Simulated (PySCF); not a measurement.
A species of formula C2H7BrSi has this rotational fingerprint, computed with PBE0-D3(BJ)/def2-SVP geometry optimisation, gas phase (PySCF):

* Rotational constants: A = 13422, B = 1257, C = 1182 MHz
* Dipole components: |μa| = 2.10 D, |μb| = 0.13 D, |μc| = 0.01 D
* Inertial defect: -12.30 u·Å²
* κ: -0.99

Question: Which candidate fits, each taken in the one conformer that was computed?
A. `[SiH3:1][CH2:2][CH2:3][Br:4]` with Si1–C2–C3–Br4 180°
B. `[H][Si](C)(C)Br` (SiHMe2Br)
C. `[CH3:1][CH2:2][SiH2:3][Br:4]` with C1–C2–Si3–Br4 179°

Answer: C. It is CC[SiH2]Br, a near-prolate asymmetric top. The candidates at the same level (rigid rotor, commonest isotopes):

```csv
SMILES,A (MHz),B (MHz),C (MHz),μa (D),μb (D),μc (D),Δ (u·Å²),point group,rotor
[H][Si](C)(C)Br,5303,1996,1586,2.27,0.00,0.28,-29.81,Cs,asymmetric top
CC[SiH2]Br,13422,1257,1182,2.10,0.13,0.01,-12.30,–,near-prolate asymmetric top
[SiH3]CCBr,22188,959.4,940.7,1.50,0.18,0.00,-12.28,Cs,near-prolate asymmetric top
```

`[H][Si](C)(C)Br` has A 60 % too low; `[SiH3]CCBr` has A 65 % too high. No structure here is proved a minimum.
